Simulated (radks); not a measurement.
Results of a calculation; reference values are marked as such.
Task: Ca+, 19 electrons, occupied as [Ar] 4s1. Code: a radial shooting solver on a logarithmic mesh with Libxc functionals. Model: Dirac Kohn-Sham, PBE, spin-unpolarised, spherical densities, finite nucleus; Fermi nuclear charge, rms radius 3.4776 fm. Some entries of the table are withheld. Estimate them.

| orbital | occ. | eigenvalue (eV) | <1/r> (bohr^-1) | <r> (bohr) |
|---|---|---|---|---|
| 1s1/2 | 2 | -3955.873 | 19.74 | 0.07684 |
| 2s1/2 | 2 | (1) | 4.055 | 0.3641 |
| 2p1/2 | 2 | (2) | (3) | 0.3260 |
| 2p3/2 | 4 | (4) | (5) | 0.3286 |
| 3s1/2 | 2 | -53.9873 | 1.211 | 1.155 |
| 3p1/2 | 2 | -35.1352 | (6) | 1.262 |
| 3p3/2 | 4 | -34.7498 | (7) | 1.269 |
| 4s1/2 | 1 | -8.9652 | 0.3609 | 3.602 |

Result: 
(1) 2s1/2 eigenvalue (eV): -421.2993
(2) 2p1/2 eigenvalue (eV): -344.1300
(3) 2p1/2 <1/r> (bohr^-1): 3.979
(4) 2p3/2 eigenvalue (eV): -340.4428
(5) 2p3/2 <1/r> (bohr^-1): 3.938
(6) 3p1/2 <1/r> (bohr^-1): 1.085
(7) 3p3/2 <1/r> (bohr^-1): 1.077
